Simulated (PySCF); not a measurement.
Some computed properties have been withheld. Give your best values.

Species: C3H11AlS2.
SMILES: `[AlH2-]([S+](C)C)[S]C`

Conformer (atom-mapped SMILES and torsion angles): `[CH3:1][S:2][AlH2-:3][S+:4]([CH3:5])[CH3:6]`: C1–S2–Al3–S4 100°, S2–Al3–S4–C5 -49°.

```json
{"property": "point group", "level": "PBE0-D3(BJ)/def2-SVP", "value": "C1"}
{"property": "rotational constants A, B, C", "level": "PBE0-D3(BJ)/def2-SVP", "value": "2.533, 1.091, 1.017 GHz"}
{"property": "dipole moment", "level": "CAM-B3LYP/def2-SVPD", "value": "?"}
{"property": "HOMO energy", "level": "CAM-B3LYP/def2-SVPD", "value": "?"}
{"property": "LUMO energy", "level": "CAM-B3LYP/def2-SVPD", "value": "0.74 eV"}
{"property": "lowest singlet excitation", "level": "TDDFT CAM-B3LYP/def2-SVPD", "value": "5.60 eV (221 nm, f = 0.003)"}
{"property": "strongest line among the 10 lowest singlet transitions", "level": "TDDFT CAM-B3LYP/def2-SVPD", "value": "?"}
{"property": "lowest triplet excitation (Tamm–Dancoff)", "level": "TDA CAM-B3LYP/def2-SVPD", "value": "?"}
{"property": "static isotropic polarisability", "level": "CAM-B3LYP/def2-SVPD", "value": "?"}
{"property": "vertical ionisation energy", "level": "ΔSCF CAM-B3LYP/def2-SVPD", "value": "8.42 eV"}
{"property": "electronic spatial extent ⟨r²⟩ about the centre of nuclear charge", "level": "CAM-B3LYP/def2-SVPD", "value": "1331 bohr²"}
{"property": "13C chemical shifts (computed TMS as zero) by class", "level": "GIAO B97-2/pcSseg-1", "value": "?"}
{"property": "1H chemical shifts (computed TMS as zero) by class", "level": "GIAO B97-2/pcSseg-1", "value": "4.10 (2 H), 2.17 (6 H), 1.95 (3 H) ppm"}
{"property": "isotropic shieldings of nuclei other than C and H, by class", "level": "GIAO B97-2/pcSseg-1", "value": "415 (1 Al), 580 (1 S), 723 (1 S) ppm"}
```

The electronic properties come from PySCF, for the isolated species, density fitting. Geometry: PBE0-D3(BJ)/def2-SVP, one conformer, isolated molecule. NMR classes are plain means over equivalent atoms (diastereotopic ones count apart unless rotation or inversion swaps them), as if these changed places fast; in this geometry the members of some classes differ.

Problem. The HOMO energy?

Solution. -7.68 eV.

Problem. The 13C chemical shifts (computed TMS as zero) by class?

Solution. 20.9 (2 C), 15.9 (1 C) ppm.

Problem. What is the lowest triplet excitation (Tamm–Dancoff)?

Solution. 5.16 eV.

Problem. What is the dipole moment?

Solution. 4.37 D.

Problem. What is the strongest line among the 10 lowest singlet transitions?

Solution. S8 at 6.88 eV (180 nm, f = 0.112).

Problem. The static isotropic polarisability?

Solution. 110.5 au.

The ΔSCF ionisation energy exceeds −ε(HOMO) by 0.74 eV with CAM-B3LYP. A dipole of 4.37 D is allowed in C1, and pure rotational transitions are dipole-allowed. With B = h/(8π²I), that is 505.379 GHz u Å² over I, the principal moments of inertia are 199.5, 463.4 and 497.0 u Å² (most abundant isotopes). The dipole matches unit charges of opposite sign 0.91 Å apart (1 e·Å = 4.8032 D).
